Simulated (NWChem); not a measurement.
System: C2H3ClO2Si; SMILES O1C[Si@@H](Cl)C1=O

NWChem input:

```
start job
memory heap 200 mb stack 900 mb global 1100 mb
geometry units angstroms
  O      2.145560    -1.101994     0.484478
  C      1.004512    -0.987834     0.153380
  O      0.052855    -1.935251     0.282040
  C     -1.139713    -1.305808    -0.225773
  Si    -0.184978     0.315350    -0.686950
  Cl    -0.701896     1.972927     0.296032
  H     -1.547452    -1.915594    -1.032356
  H     -1.882129    -1.253236     0.572778
  H     -0.013031     0.529166    -2.116207
end
basis spherical
  * library def2-svp
end
dft
  xc xpbe96 cpbe96
  disp vdw 4
  iterations 150
end
driver
  maxiter 120
end
task dft optimize
task dft freq
```

Parts of the log:

```
             Northwest Computational Chemistry Package (NWChem) 7.3.0
             --------------------------------------------------------

 C1  symmetry detected

                             Geometry "geometry" -> ""
                             -------------------------

 Output coordinates in angstroms (scale by  1.889725989 to convert to a.u.)

  No.       Tag          Charge          X              Y              Z
 ---- ---------------- ---------- -------------- -------------- --------------
    1 O                    8.0000     1.56986742    -1.89590591     0.06338926
    2 C                    6.0000     0.54028239    -1.29523857     0.00172605
    3 O                    8.0000    -0.65859544    -1.75039351     0.42044952
    4 C                    6.0000    -1.55937245    -0.65602009     0.16114555
    5 Si                  14.0000    -0.15528528     0.41804723    -0.63086140
    6 Cl                  17.0000     0.33071652     2.10379380     0.31944387
    7 H                    1.0000    -2.36906423    -1.00638151    -0.47941068
    8 H                    1.0000    -1.99105130    -0.31887680     1.10540018
    9 H                    1.0000    -0.26370673     0.58604975    -2.07241561

 Effective nuclear repulsion energy (a.u.)     346.8019721049

                                Z-matrix (autoz)
                                --------

 Units are Angstrom for bonds and degrees for angles

      Type          Name      I     J     K     L     M      Value
      ----------- --------  ----- ----- ----- ----- ----- ----------
    1 Stretch                  1     2                       1.19359
    2 Stretch                  2     3                       1.34900
    3 Stretch                  2     5                       1.95431
    4 Stretch                  3     4                       1.44093
    5 Stretch                  4     5                       1.93710
    6 Stretch                  4     7                       1.09026
    7 Stretch                  4     8                       1.09162
    8 Stretch                  5     6                       1.99525
    9 Stretch                  5     9                       1.45536
   10 Bend                     1     2     3               125.50488
   11 Bend                     1     2     5               139.89935
   12 Bend                     2     3     4               104.09062
   13 Bend                     2     5     4                68.87206
   14 Bend                     2     5     6               119.98811
   15 Bend                     2     5     9               116.63687
   16 Bend                     3     2     5                94.58594
   17 Bend                     3     4     5                92.38248
   18 Bend                     3     4     7               109.02157
   19 Bend                     3     4     8               109.03298
   20 Bend                     4     5     6               116.76190
   21 Bend                     4     5     9               114.51884
   22 Bend                     5     4     7               118.44238
   23 Bend                     5     4     8               117.97314
   24 Bend                     6     5     9               113.10285
   25 Bend                     7     4     8               108.28714
   26 Torsion                  1     2     3     4         178.64944
   27 Torsion                  1     2     5     4        -179.41921
   28 Torsion                  1     2     5     6         -69.88624
   29 Torsion                  1     2     5     9          72.88848
   30 Torsion                  2     3     4     5           2.31104
   31 Torsion                  2     3     4     7         123.54694
   32 Torsion                  2     3     4     8        -118.41713
   33 Torsion                  2     5     4     3          -1.65853
   34 Torsion                  2     5     4     7        -114.83232
   35 Torsion                  2     5     4     8         111.39991
   36 Torsion                  3     2     5     4           1.77575
   37 Torsion                  3     2     5     6         111.30872
   38 Torsion                  3     2     5     9        -105.91656
   39 Torsion                  3     4     5     6        -115.56507
   40 Torsion                  3     4     5     9         108.95259
   41 Torsion                  4     3     2     5          -2.29605
   42 Torsion                  6     5     4     7         131.26114
   43 Torsion                  6     5     4     8          -2.50663
   44 Torsion                  7     4     5     9          -4.22120
   45 Torsion                  8     4     5     9        -137.98897

  pbe96 is a nonlocal functional; adding pw91lda local functional.

                           NWChem Geometry Optimization
                           ----------------------------

 maximum gradient threshold         (gmax) =   0.000450
 rms gradient threshold             (grms) =   0.000300
 maximum cartesian step threshold   (xmax) =   0.001800
 rms cartesian step threshold       (xrms) =   0.001200
 fixed trust radius                (trust) =   0.300000
 source of zmatrix                         =   autoz

          -------------------
          Energy Minimization
          -------------------

 Using diagonal initial Hessian
 Scaling for Hessian diagonals: bonds = 1.00  angles = 0.25  torsions = 0.10

          --------
          Step   0

                                 NWChem DFT Module
                                 -----------------

 Summary of "ao basis" -> "ao basis" (spherical)
 ------------------------------------------------------------------------------
       Tag                 Description            Shells   Functions and Types
 ---------------- ------------------------------  ------  ---------------------
 O                          def2-svp                 6       14   3s2p1d
 C                          def2-svp                 6       14   3s2p1d
 Si                         def2-svp                 8       18   4s3p1d
 Cl                         def2-svp                 8       18   4s3p1d
 H                          def2-svp                 3        5   2s1p

            General Information
            -------------------
          SCF calculation type: DFT
          Wavefunction type:  closed shell.
          No. of atoms     :     9
          No. of electrons :    62
           Alpha electrons :    31
            Beta electrons :    31
          Charge           :     0
          Spin multiplicity:     1
          Use of symmetry is: off; symmetry adaption is: off
          Maximum number of iterations: 150
          AO basis - number of functions:   107
                     number of shells:    49
          Convergence on energy requested:  1.00D-06
          Convergence on density requested:  1.00D-05
          Convergence on gradient requested:  5.00D-04

              XC Information
              --------------
          PerdewBurkeErnzerhof Exchange Functional  1.000
            Perdew 1991 LDA Correlation Functional  1.000 local
           PerdewBurkeErnz. Correlation Functional  1.000 non-local

             Grid Information
             ----------------
          Grid used for XC integration:  medium
          Radial quadrature: Mura-Knowles
          Angular quadrature: Lebedev.
          Tag              B.-S. Rad. Rad. Pts. Rad. Cut. Ang. Pts.
          ---              ---------- --------- --------- ---------
          O                   0.60       49          11.0       434
          C                   0.70       49           9.0       434
          Si                  1.10       88           8.0       590
          Cl                  1.00       88          11.0       590
          H                   0.35       45          10.0       434
          Grid pruning is: on
          Number of quadrature shells:   507
          Spatial weights used:  Erf1

[...]

      ----------------------
      Optimization converged
      ----------------------

  Step       Energy      Delta E   Gmax     Grms     Xrms     Xmax
  ---- ---------------- -------- -------- -------- -------- --------
@   10    -977.20050997 -1.4D-07  0.00004  0.00001  0.00034  0.00081
                                     ok       ok       ok       ok

                                Z-matrix (autoz)
                                --------

 Units are Angstrom for bonds and degrees for angles

      Type          Name      I     J     K     L     M      Value     Gradient
      ----------- --------  ----- ----- ----- ----- ----- ---------- ----------
    1 Stretch                  1     2                       1.19738   -0.00002
    2 Stretch                  2     3                       1.39684    0.00001
    3 Stretch                  2     5                       1.95632    0.00001
    4 Stretch                  3     4                       1.46508   -0.00001
    5 Stretch                  4     5                       1.91172    0.00001
    6 Stretch                  4     7                       1.10871    0.00001
    7 Stretch                  4     8                       1.10862    0.00001
    8 Stretch                  5     6                       2.07260   -0.00002
    9 Stretch                  5     9                       1.50088    0.00004
   10 Bend                     1     2     3               124.24251    0.00000
   11 Bend                     1     2     5               144.35438    0.00000
   12 Bend                     2     3     4               105.25257    0.00001
   13 Bend                     2     5     4                72.03169   -0.00001
   14 Bend                     2     5     6               118.65089   -0.00000
   15 Bend                     2     5     9               118.42934    0.00001
   16 Bend                     3     2     5                91.39166   -0.00000
   17 Bend                     3     4     5                91.12486    0.00000
   18 Bend                     3     4     7               109.94296   -0.00000
   19 Bend                     3     4     8               110.30562   -0.00001
   20 Bend                     4     5     6               117.69773   -0.00000
   21 Bend                     4     5     9               118.39058    0.00001
   22 Bend                     5     4     7               117.75782    0.00001
   23 Bend                     5     4     8               116.42526   -0.00000
   24 Bend                     6     5     9               108.25262   -0.00001
   25 Bend                     7     4     8               109.62749   -0.00000
   26 Torsion                  1     2     3     4         177.10591    0.00000
   27 Torsion                  1     2     5     4        -178.36811   -0.00000
   28 Torsion                  1     2     5     6         -66.05766   -0.00001
   29 Torsion                  1     2     5     9          68.50065   -0.00001
   30 Torsion                  2     3     4     5           3.94549   -0.00001
   31 Torsion                  2     3     4     7         124.12201    0.00000
   32 Torsion                  2     3     4     8        -114.86250   -0.00000
   33 Torsion                  2     5     4     3          -2.85619    0.00001
   34 Torsion                  2     5     4     7        -116.17502    0.00000
   35 Torsion                  2     5     4     8         110.55639   -0.00000
   36 Torsion                  3     2     5     4           2.99615   -0.00001
   37 Torsion                  3     2     5     6         115.30659   -0.00001
   38 Torsion                  3     2     5     9        -110.13509   -0.00001
   39 Torsion                  3     4     5     6        -116.37438    0.00001
   40 Torsion                  3     4     5     9         110.32407    0.00001
   41 Torsion                  4     3     2     5          -3.85580    0.00001
   42 Torsion                  6     5     4     7         130.30679    0.00001
   43 Torsion                  6     5     4     8          -2.96179    0.00000
   44 Torsion                  7     4     5     9          -2.99477    0.00001
   45 Torsion                  8     4     5     9        -136.26335    0.00001

                         Geometry "geometry" -> "geometry"
                         ---------------------------------

 Output coordinates in angstroms (scale by  1.889725989 to convert to a.u.)

[...]

 Rotational Constants
 --------------------
 A=   0.138829 cm-1  (  0.199739 K)
 B=   0.051977 cm-1  (  0.074782 K)
 C=   0.042297 cm-1  (  0.060854 K)

 Temperature                      =   298.15K
 frequency scaling parameter      =   1.0000

 Zero-Point correction to Energy  =   30.955 kcal/mol  (  0.049331 au)
 Thermal correction to Energy     =   35.042 kcal/mol  (  0.055843 au)
 Thermal correction to Enthalpy   =   35.634 kcal/mol  (  0.056787 au)

 Total Entropy                    =   82.006 cal/mol-K
   - Translational                =   40.292 cal/mol-K (mol. weight = 121.9591)
   - Rotational                   =   28.047 cal/mol-K (symmetry #  =        1)
   - Vibrational                  =   13.667 cal/mol-K

 Cv (constant volume heat capacity) =   22.358 cal/mol-K
   - Translational                  =    2.979 cal/mol-K
   - Rotational                     =    2.979 cal/mol-K
   - Vibrational                    =   16.399 cal/mol-K

[normal modes left out]

 ----------------------------------------------------------------------------
 Normal Eigenvalue ||           Projected Infra Red Intensities
  Mode   [cm**-1]  || [atomic units] [(debye/angs)**2] [(KM/mol)] [arbitrary]
 ------ ---------- || -------------- ----------------- ---------- -----------
    1       -0.000 ||    0.002858           0.066         2.786       0.775
    2       -0.000 ||    0.000531           0.012         0.518       0.144
    3        0.000 ||    0.000185           0.004         0.181       0.050
    4        0.000 ||    0.000061           0.001         0.059       0.016
    5        0.000 ||    0.000085           0.002         0.083       0.023
    6        0.000 ||    0.001034           0.024         1.008       0.280
    7       90.959 ||    0.006277           0.145         6.119       1.703
    8      120.011 ||    0.001996           0.046         1.946       0.542
    9      208.878 ||    0.001661           0.038         1.619       0.451
   10      350.771 ||    0.005162           0.119         5.032       1.401
   11      450.388 ||    0.018586           0.429        18.119       5.043
   12      522.331 ||    0.010596           0.244        10.330       2.875
   13      586.531 ||    0.065623           1.514        63.972      17.806
   14      617.861 ||    0.005491           0.127         5.353       1.490
   15      663.966 ||    0.010146           0.234         9.891       2.753
   16      718.641 ||    0.042143           0.972        41.083      11.435
   17      747.854 ||    0.014241           0.329        13.883       3.864
   18      817.767 ||    0.086249           1.990        84.079      23.403
   19      925.771 ||    0.123842           2.857       120.728      33.603
   20      990.929 ||    0.136127           3.141       132.703      36.937
   21     1131.789 ||    0.001834           0.042         1.788       0.498
   22     1194.094 ||    0.009655           0.223         9.412       2.620
   23     1405.652 ||    0.005176           0.119         5.045       1.404
   24     1864.219 ||    0.340190           7.848       331.634      92.307
   25     2176.278 ||    0.090196           2.081        87.927      24.474
   26     3006.191 ||    0.011621           0.268        11.329       3.153
   27     3073.112 ||    0.003495           0.081         3.408       0.948
 ----------------------------------------------------------------------------
```

Level: PBE-D3(BJ)/def2-SVP.
